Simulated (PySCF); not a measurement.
Excitation energy of I²⁺ by level of theory

I²⁺ [Kr] 4d10 5s2 5p3 (4S) → I²⁺ [Kr] 4d10 5s1 5p3 5d1 (6D), as a difference of total energies. Calculation: PySCF 2.14, in x2c-QZVPPall with one added diffuse shell each of s, p, d, f type (14s10p8d5f1g, 128 functions); the spin-free X2C one-electron Hamiltonian (Gaussian nucleus). Correlated levels: valence: [Kr] 4d10 frozen; valence and next inner shell: [Ar] 3d10 frozen. The calculations carry no spin-orbit coupling.

| method | excitation energy (cm⁻¹) |
| --- | --- |
| UHF | 162430 |
| LDA | 186850 |
| PBE | 182590 |
| PBE0 | 179790 |
| r2SCAN | 178080 |
| MP2 (valence) | 172670 |
| SCS-MP2 (valence) | 175980 |
| MP2 (valence and next inner shell) | 182710 |
| SCS-MP2 (valence and next inner shell) | 183810 |

A first-order spin-orbit estimate (lowest level to lowest level, LS coupling) adds -0.073 eV.

The promoted electron is Rydberg-like, and one or two diffuse shells describe it only roughly, which tends to raise the upper state.
